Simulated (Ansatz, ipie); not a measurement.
BF (SMILES [B]F), multiplicity 1, with the B1–F2 bond stretched and the rest rigid; cc-pVDZ, all electrons correlated; total energies in hartree.
Geometry at rest (charge 0, multiplicity 1):
| atom | x (Å) | y (Å) | z (Å) |
|---|---|---|---|
| B | 0.0000 | 0.0000 | -0.8132 |
| F | 0.0000 | 0.0000 | 0.4518 |

Phaseless AFQMC takes the named determinant as trial and start, 200 walkers, a time step of 0.005 inverse hartree and 400 blocks of 25 steps, of which the first fifth is dropped; its bars are rough statistical errors and leave out the phaseless and time-step bias. At long bonds its restricted trial need not be the state that the restricted coupled-cluster runs follow.

Programs: Ansatz (a first-principles code) with Gaussian orbitals; ipie for AFQMC. Each number belongs to the level named beside it.

| level | R = 1.26 Å | R = 1.64 Å | R = 2.02 Å | R = 2.53 Å | R = 3.29 Å |
|---|---|---|---|---|---|
| R-HF | -124.1075 | -124.0447 | -123.9602 | -123.8766 | -123.7979 |
| R-MP2 | -124.3609 | -124.3057 | -124.2226 | -124.1378 | -124.0634 |
| U-MP2 | -124.3609 | -124.3038 | -124.2208 | -124.1080 | -124.0883 |
| R-CCSD | -124.3766 | -124.3229 | -124.2416 | -124.1611 | -124.1018 |
| U-CCSD | -124.3766 | -124.3228 | -124.2416 | -124.1609 | -124.1220 |
| R-CCSD(T) | -124.3826 | -124.3308 | -124.2515 | -124.1755 | -124.1714 |
| U-CCSD(T) | -124.3826 | -124.3307 | -124.2515 | -124.1698 | -124.1241 |
| R-CCSDT(Q) | -124.3836 | -124.3326 | -124.2555 | -124.1864 | -124.1440 |
| AFQMC@RHF | - | -124.3397 ± 0.0033 | -124.2765 ± 0.0038 | -124.1823 ± 0.0035 | -124.1109 ± 0.0041 |
| AFQMC@UHF | -124.3812 ± 0.0020 | -124.3428 ± 0.0031 | -124.2726 ± 0.0044 | -124.1577 ± 0.0018 | -124.1288 ± 0.0013 |

AFQMC runs whose block means still drift are left out.

Doubts at one or more of the structures used: a spin-contaminated determinant (U-MP2/cc-pVDZ, U-CCSD/cc-pVDZ, U-CCSD(T)/cc-pVDZ); T1 above 0.05 (R-CCSD/cc-pVDZ, U-CCSD/cc-pVDZ, R-CCSD(T)/cc-pVDZ, U-CCSD(T)/cc-pVDZ, R-CCSDT(Q)/cc-pVDZ); other coupled-cluster roots lie near (R-CCSD/cc-pVDZ, R-CCSD(T)/cc-pVDZ, R-CCSDT(Q)/cc-pVDZ); the program's own flag: other amplitudes (U-CCSD/cc-pVDZ, U-CCSD(T)/cc-pVDZ).
